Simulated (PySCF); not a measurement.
Simulated absorption spectrum

Compound: Sn(OEt)H3, C2H8OSn.
SMILES: `C([O][SnH3])C`

Computed with PySCF 2.14.0, density-fitted response routines, TDDFT wB97X-D/def2-SVPD, vertical, gas phase, core orbitals frozen in the response, def2 core potentials past Kr. The structure is a single PBE0-D3(BJ)/def2-SVP conformer in the gas phase; no vibrational or solvent corrections. Spin–orbit coupling is left out.

Computed states:

| state | E (eV) | f |
| --- | --- | --- |
| S1 | 5.88 | 0.0025 |
| S2 | 6.83 | 0.034 |
| S3 | 6.86 | 0.107 |
| S4 | 7.41 | 0.0002 |
| S5 | 7.59 | 0.025 |
| S6 | 7.77 | 0.0000 |
| S7 | 7.81 | 0.0014 |
| S8 | 7.97 | 0.146 |
| S9 | 8.12 | 0.0001 |
| S10 | 8.23 | 0.013 |

Each state is given a Gaussian of 0.25 eV full width at half maximum, with ε(max) = 2.175×10⁸ f / Δν̃ (Δν̃ the width in cm⁻¹). The cross-section is σ = 3.8235×10⁻²¹ ε cm², given in Mb (10⁻¹⁸ cm²). The width is an assumption, not a result. The curve ends short of the highest state used, and states not computed would add to its high-energy end.

Question: Give the broadened spectrum and its maxima.

Answer: 
(λ (nm), σ (Mb)): (162.5, 9.85), (164.0, 10.01), (165.4, 7.23), (166.9, 3.52), (168.4, 1.21), (169.8, 0.36), (171.3, 0.17), (172.7, 0.59), (174.2, 2.83), (175.7, 9.72), (177.1, 22.72), (178.6, 41.36), (180.1, 55.50), (181.5, 56.20), (183.0, 43.60), (184.4, 27.14), (185.9, 12.82), (187.4, 4.77), (188.8, 1.55), (190.3, 0.38), (191.7, 0.08), (193.2, 0.01), (194.7, 0.00), (196.1, 0.00), (197.6, 0.00), (199.0, 0.00), (200.5, 0.02), (202.0, 0.05), (203.4, 0.12), (204.9, 0.27), (206.4, 0.48), (207.8, 0.72), (209.3, 0.93), (210.7, 1.02), (212.2, 0.98), (213.7, 0.80), (215.1, 0.58), (216.6, 0.36), (218.0, 0.21), (219.5, 0.10), (221.0, 0.04), (222.4, 0.02), (223.9, 0.01), (225.3, 0.00)

Maxima: 211 nm (5.88 eV), ε about 270, made up of S1 (100%); 181 nm (6.86 eV), ε about 15000, made up of S2 (24%) and S3 (76%); 163 nm (7.59 eV), ε about 2700, made up of S5 (98%) (ε in L mol⁻¹ cm⁻¹; maxima over ε = 5, shares over 10%).

Question: What would ε be at 6.86 eV, the highest of these maxima, with half the width (0.125 eV)?

Answer: About 29400 L mol⁻¹ cm⁻¹ against 15100, a factor of about 1.9; a lone state at its own centre would give exactly 2.

Question: On this curve, what absorbance would a 10⁻³ mol/L sample give at 222 nm over a 1 cm path?

Answer: 222 nm is 5.585 eV, where ε is about 6.1 L mol⁻¹ cm⁻¹, so A = ε c l ≈ 0.0061 (Beer–Lambert, with the gas-phase spectrum and the assumed width).

Question: Coming from long wavelengths, where does ε first pass 100 L mol⁻¹ cm⁻¹?

Answer: At about 216 nm (5.73 eV), 0.15 eV below S1.

All these states lie below the vertical ionisation energy of 9.54 eV (ΔSCF).
